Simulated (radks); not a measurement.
Values are calculated unless marked as measured or tabulated.
Species: the magnesium ion Mg+. Configuration: [Ne] 3p1 (not the ground configuration).

Level of theory: scalar-relativistic Kohn-Sham, BLYP, spin-polarised, spherical densities, finite nucleus; open shells are filled with parallel spins first; Fermi nuclear charge, rms radius 3.057 fm (a radial shooting solver on a logarithmic mesh with Libxc functionals).

Energy parts (hartree):
total: -199.97168
kinetic: 200.23698
electron-nucleus: -475.51393
Hartree: 91.56183
exchange-correlation: -16.25656

Orbitals (lengths in bohr, moments of r in powers of bohr):
orbital  occ.  eigenvalue (hartree)     <r>   <1/r>    <r^2>
1s up       1             -46.73354  0.1306   11.63  0.02300
1s down     1             -46.73137  0.1306   11.63  0.02299
2s up       1              -3.32305  0.6967   2.103   0.5846
2s down     1              -3.32016  0.6968   2.102   0.5847
2p up       3              -2.10771  0.6867   1.962   0.6056
2p down     3              -2.10427  0.6868   1.961   0.6057
3p up       1              -0.29669   3.357  0.3925    13.06

The highest occupied level is 3p up at -8.073 eV. The spin density at the nucleus is -0.00857 e/bohr^3 (1s -0.03128, 2s 0.02270). Summed over all electrons, <r^2> = 17.91 bohr^2, which gives a Langevin (diamagnetic) susceptibility term of -14.2 x 10^-6 cm^3/mol.

Empty levels of this run are not shown, since the potential may be unsettled where no density lies.
